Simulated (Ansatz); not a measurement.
Compare A (`C=CS[SiH2]C`) with its isomer B (`C=C[SiH](C)S`).

Isolated molecules relaxed with PBE0-D4/def2-TZVP in Ansatz; ΔE leaves out vibrations. CCSD(T)/CBS adds triple-zeta CCSD(T) − MP2 to the extrapolated MP2 energy (def2 sets, frozen cores). DFT in def2-TZVPP. One conformer a species, not always the lowest.

A:

```xyz
13

C    -3.097    0.372    0.328
C    -1.787    0.528    0.459
S    -0.647   -0.810    0.403
Si    1.072    0.208   -0.367
C     2.525   -0.944   -0.194
H    -3.543   -0.594    0.122
H    -3.762    1.221    0.436
H    -1.361    1.506    0.666
H     1.254    1.460    0.419
H     0.863    0.592   -1.789
H     3.430   -0.470   -0.583
H     2.358   -1.867   -0.754
H     2.694   -1.202    0.854
```

B:

Z-matrix (Å, degrees):
```
Si
C 1 1.856
S 1 2.147 2 110.5
C 1 1.864 2 112.8 3 117.3
H 1 1.489 2 106.9 3 -120.2
C 2 1.331 1 122.4 3 118.9
H 2 1.089 1 119.1 3 -60.4
H 3 1.343 1 94.6 2 -54.9
H 4 1.092 1 110.8 2 -58.5
H 4 1.092 1 110.9 2 -178.8
H 4 1.093 1 110.2 2 61.3
H 6 1.087 2 122.4 1 -179.8
H 6 1.087 2 121.5 1 0.2
```

Problem. Which is lower in electronic energy at CCSD(T)/CBS, and by how much? (Best estimate.)

Solution. The calculation gave: B, by 49.1 kJ/mol.

Problem. Give E(B) − E(A) in kJ/mol with HF/def2-TZVPP, CCSD(T)/def2-TZVPP, B2PLYP, CCSD/def2-TZVPP, BLYP-D4, PBE0-D4, LDA (SPW92). (Best estimate.)

Solution. Computed: HF/def2-TZVPP -52.1, CCSD(T)/def2-TZVPP -49.5, B2PLYP -45.8, CCSD/def2-TZVPP -51.3, BLYP-D4 -41.4, PBE0-D4 -44.3, LDA (SPW92) -38.4. None reverses the order clearly.

Problem. Does the order hold for the free energy at 298.15 K (harmonic terms from PBE0-D4)? (Estimate.)

Solution. The calculation gave: Yes: G(B) − G(A) = -47.6 kJ/mol, for one conformer each. Modes under 60 cm⁻¹, often nearly free rotors, make the harmonic entropy too high.

Largest T1 diagnostic: 0.011.

From PBE to PBE0 (25 % exact exchange), in def2-TZVPP and without D4, E(B) − E(A) moves by −4.3 kJ/mol. At CCSD(T), def2-SVP lies +3.3 kJ/mol from the extrapolated value and def2-TZVPP −0.4 kJ/mol.
